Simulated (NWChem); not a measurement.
# SiH2O2, singlet; SMILES [Si](O)O

```xyz
5

Si     0.6261     0.0205     0.0000
O     -0.4115     1.3174     0.0000
H     -1.3550     1.1039     0.0000
O     -0.5185    -1.2095     0.0000
H     -0.1674    -2.1067     0.0000
```
Atoms are numbered in this order, from 1.

Computed with NWChem. Low-valent species are run as closed-shell singlets; no triplet was tried in these runs. Geometry: optimised at PBE0/def2-SVP. Level: PBE0/def2-SVP with SMD (1 M gas to 1 M solution), gas-phase geometry. Reactions with the solvent are ignored.

For solvent n-hexane:

```yaml
solvation free energy (kcal/mol): -3.3
cavity-dispersion-structure term (kcal/mol): -1.5
dipole in solution (D): 2.16
```

**Question.** Estimate the same quantities for solvent water.

**Answer.** 
| Quantity | Value |
|---|---|
| solvation free energy (kcal/mol) | -7.9 |
| cavity-dispersion-structure term (kcal/mol) | 1.3 |
| dipole in solution (D) | 2.56 |
